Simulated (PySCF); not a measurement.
**Stationary points of OsH₇**

Method: PBE0/[Os def2-TZVP with ECP60, H def2-TZVP], scalar-relativistic core potentials, density fitting, no spin–orbit coupling, PySCF.

Relaxations began from a few typed shapes; open shells are unrestricted. The search is not exhaustive: other isomers or separated fragments can lie lower, and high-lying points may rest on an excited occupation.

Question: Which is the lowest minimum found?
A. doublet Cs: H–H 0.884 Å, Os–H 1.561 Å, Os–H 1.620 Å (×2), Os–H 1.634 Å (×2), Os–H 1.743 Å, Os–H 1.780 Å; H–H–Os 73.2°, H–H–Os 77.8°, H–Os–H 29.0°, H–Os–H 55.0°, H–Os–H 68.7° (×2)
B. broken-symmetry Ms = 1/2 (⟨S²⟩ 1.78) C5v: Os–H 1.630 Å (×5), Os–H 1.674 Å, Os–H 1.769 Å; H–Os–H 68.6° (×5), H–Os–H 73.4° (×5), H–Os–H 106.6° (×5), H–Os–H 131.4° (×5), H–Os–H 180.0°
C. doublet C2v: Os–H 1.593 Å, Os–H 1.605 Å (×4), Os–H 1.679 Å (×2); H–Os–H 60.6° (×4), H–Os–H 73.3° (×2), H–Os–H 73.6° (×4), H–Os–H 78.8° (×2), H–Os–H 119.2° (×2)
D. doublet C2v: Os–H 1.559 Å, Os–H 1.631 Å (×4), Os–H 1.650 Å (×2); H–Os–H 61.7° (×4), H–Os–H 68.3° (×2), H–Os–H 70.3° (×4), H–Os–H 98.2° (×2), H–Os–H 102.5° (×2)
E. broken-symmetry Ms = 1/2 (⟨S²⟩ 1.81) D5h: Os–H 1.676 Å (×5), Os–H 1.755 Å (×2); H–Os–H 72.0° (×5), H–Os–H 90.0° (×10), H–Os–H 144.0° (×5), H–Os–H 180.0°
F. doublet Cs: Os–H 1.560 Å, Os–H 1.628 Å (×4), Os–H 1.644 Å, Os–H 1.662 Å; H–Os–H 58.6° (×2), H–Os–H 65.9° (×2), H–Os–H 67.8° (×2), H–Os–H 69.7° (×2), H–Os–H 71.5° (×2)

Answer: A. The others lie at 23.6 (doublet Cs, a saddle point), 24.1 (doublet C2v, a saddle point), 75.3 (doublet C2v, a saddle point), 279.0 (broken-symmetry Ms = 1/2 C5v, a saddle point), 381.7 (broken-symmetry Ms = 1/2 D5h, a saddle point) kJ/mol above it.

For the lowest minimum: with open d or f shells other occupations or spin states may lie lower. No spin–orbit coupling is included, which matters more the heavier the element.
